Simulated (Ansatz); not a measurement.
A series at Si: from `[SiH3][SiH2][SiH2][GeH3]`, ligands are replaced one by one, each step taking up H₂ and setting free SiH₄; n counts the steps. Ansatz, PBE0-D4/def2-TZVP geometries. Each molecule was computed in one conformer, which needn't be the lowest.

CBS adds triple-zeta CCSD(T) − MP2 to the MP2 limit, frozen cores; atoms without spin–orbit coupling. Outer-core shells of Ge are correlated without core-valence functions. Scalar relativity is left out up to krypton. Spin–orbit coupling is left out.

```
n                    molecule  atomization energy, CCSD(T)/CBS (kJ/mol)
0  `[SiH3][SiH2][SiH2][GeH3]`                                    3933.2
1        `[SiH3][SiH2][GeH3]`                                    3041.5
2              `[SiH3][GeH3]`                                         ?
3                        GeH₄                                    1251.4
```

By hand: fit a straight line y = ȳ + b (n − n̄) to the 3 given rows and predict n = 2.

n̄ = 1.333, ȳ = 2742.03; Σ(n − n̄)(y − ȳ) = -4172.43, Σ(n − n̄)² = 4.667, so b = -894.03 kJ/mol a step. Prediction: 2742.03 + (-894.03) × (0.667) = 2145.7 kJ/mol.

By hand: compare with the computed value, 2151.3 kJ/mol, and give the steps along the whole series.

The line misses by 5.6 kJ/mol (computed minus predicted). Steps: -891.7, -890.2, -899.9 kJ/mol.

The steps differ by at most 9.7 kJ/mol, 1.1 % of a mean step, so the ligands' effects nearly add and a line is close. The miss is 0.2 % of the series' range. The energies themselves are unsure by some kJ/mol a bond, though much of that is common to the series.
